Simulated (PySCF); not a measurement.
CaCl, optimised at PBE/def2-SVP:

```xyz
2

Ca     0.0025    -0.8900     0.8160
Cl    -0.0025     0.8900    -0.8160
```

Energies from PySCF (xtb for GFN2), thermal terms from the rigid-rotor harmonic-oscillator model, ideal gas at 1 bar. 6-31G* has spherical d functions here. Open shells (unrestricted): CaCl (multiplicity 2). GFN2 has no spin-polarisation term. B3LYP is the form with VWN-RPA correlation.

**Question.** List the harmonic frequencies (cm⁻¹, unscaled) at this level and at the other levels, each on its own geometry.

**Answer.** 
- PBE/def2-SVP: 386
- B3LYP/6-31G*: 340
- GFN2-xTB: 271
- HF/6-31G*: 342
- PBE0/def2-TZVP: 371
